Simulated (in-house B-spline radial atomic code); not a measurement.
Results of a calculation; reference values are marked as such.
## Weak and strong correlation along the adiabatic connection

Two-electron singlets in several external potentials (atomic units), by full CI in B-splines with partial waves to l = 8 (correlation energies up to 0.6 % small). The repulsion is scaled by λ at fixed density; W(λ) is the mean repulsion less the Hartree energy, W(0) = E_x, and the area under W from 0 to 1 is E_xc.

One system gave this curve:

| λ | W (hartree) |
| --- | --- |
| 0 | -4.6973 |
| 0.02 | -4.6992 |
| 0.05 | -4.702 |
| 0.12 | -4.7087 |
| 0.25 | -4.7209 |
| 0.4 | -4.7348 |
| 0.6 | -4.7531 |
| 0.8 | -4.771 |
| 1 | -4.7885 |
| 1.4 | -4.8227 |
| 2 | -4.8716 |
| 3 | -4.9474 |
| 4.5 | -5.0496 |
| 7 | -5.1943 |
| 10 | -5.3355 |

Q: Which system is it?
A. ω²r²/2 − Z/r, ω = 1.18, Z = 1
B. −Z exp(−kr)/r, Z = 8.77, k = 3.31
C. −Z/r, Z = 1.25
D. ω²r²/2 − Z/r, ω = 0.69, Z = 3

A: B. The exchange energy sets the size: −Z exp(−kr)/r, Z = 8.77, k = 3.31: E_x = -4.7, E_c = -0.0464; ω²r²/2 − Z/r, ω = 0.69, Z = 3: E_x = -1.71, E_c = -0.0431; ω²r²/2 − Z/r, ω = 1.18, Z = 1: E_x = -1.01, E_c = -0.0404; −Z/r, Z = 1.25: E_x = -0.55, E_c = -0.0404 hartree.
